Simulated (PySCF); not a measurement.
Computed shifts of a molecule CH5ClFNOSi, B3LYP/pcSseg-1 (PySCF), GIAO, gas phase, atoms alike by connectivity averaged where their shifts nearly agree, in ppm (number of nuclei): ¹³C: 56.4 (1). ²⁹Si: -48.3 (1). ¹⁵N: 32.9 (1). ¹⁹F: -132.6 (1). ¹H: 4.05 (3), 1.32 (1), 1.14 (1). References: ¹³C against TMS (σ = 181.3 ppm); ¹⁷O against H2O (σ = 333.8 ppm); ²⁹Si against TMS (σ = 338.7 ppm); ¹⁵N against NH3 (σ = 265.5 ppm); ¹⁹F against CFCl3 (σ = 161.7 ppm); ³⁵Cl against HCl (σ = 933.3 ppm); ¹H against TMS (σ = 31.68 ppm), references at their B3LYP-D3(BJ)/def2-TZVP geometries, non-relativistic (without spin–orbit terms, shifts of atoms bonded to Cl or Br come out too high). Coordinates come from a B3LYP-D3(BJ)/def2-SVP optimisation. Other conformers were not sampled.

Q: Which structure fits?
A. NC[Si@@](O)(F)Cl
B. CO[Si](N)(F)Cl
C. CN[Si@@](O)(F)Cl
D. N[Si@](O)(Cl)CF

A: B, CO[Si](N)(F)Cl
